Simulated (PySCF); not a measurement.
Electron correlation in Tl⁺ (thallium, charge +1)

[Xe] 4f14 5d10 6s1 6p1, 6s spin antiparallel (an excited configuration). Calculation: PySCF 2.14, in x2c-TZVPPall; the spin-free X2C one-electron Hamiltonian (Gaussian nucleus). Frozen: [Kr] 4d10 4f14; 20 electrons correlated.

MP2 pair energies summed by pair of shells (mhartree):

```csv
pair,energy,share (%)
5d-5d,-227.36,50.4
5p-5d,-75.99,16.8
5d-6s,-48.57,10.8
5d-6p,-27.03,6.0
5p-5p,-21.32,4.7
6s-6p,-16.31,3.6
5s-5d,-15.01,3.3
5s-5p,-9.72,2.2
5p-6s,-5.34,1.2
5s-5s,-2.00,0.4
5p-6p,-1.93,0.4
5s-6s,-0.43,0.1
5s-6p,-0.13,0.0
```

Total MP2 correlation energy: -451.14 mhartree.

Same-spin part -156.09 and opposite-spin part -295.05 mhartree; SCS-MP2 scales them by 1/3 and 6/5 to -406.09 mhartree.

The basis was made for the ground configuration and has no added diffuse functions, which can raise the energy of the promoted electron.

This basis was not built for core-valence correlation, so the inner-shell part is incomplete.
